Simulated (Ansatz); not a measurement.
Species: CH$_{2}$Cl$_{3}$Si, net charge -1, singlet state. It need not be the lowest isomer of its formula. Whether it binds its extra electron was not tested at this geometry. 
Geometry from a B3LYP-D3(BJ)/def2-TZVP (Ansatz, a quantum-chemistry and plane-wave program) optimisation:
```xyz
7

C     -2.1589    -0.4012     0.0653
Si    -0.4721    -0.0701     0.0100
Cl     0.5577    -1.2153    -1.4409
Cl     0.4033     1.8708    -0.4446
Cl     0.5100    -0.4228     1.8507
H     -2.7350    -0.0688     0.9224
H     -2.7091    -0.4990    -0.8646
```
Charge -1, spin multiplicity 1.

Basis-set convergence of Hartree-Fock and CCSD correlation energies (hartree) with Ansatz. Valence correlation only, unless marked. No spin-orbit coupling. Non-relativistic.

```csv
basis,functions,E(HF),"E(corr, CCSD)"
aug-cc-pV(D+d)Z,169,-1706.65788,-0.76076
aug-cc-pV(T+d)Z,312,?,?
```

### Question
Complete the blanks.

### Answer

- aug-cc-pV(T+d)Z, E(HF): -1706.72104
- aug-cc-pV(T+d)Z, E(corr, CCSD): -0.94415
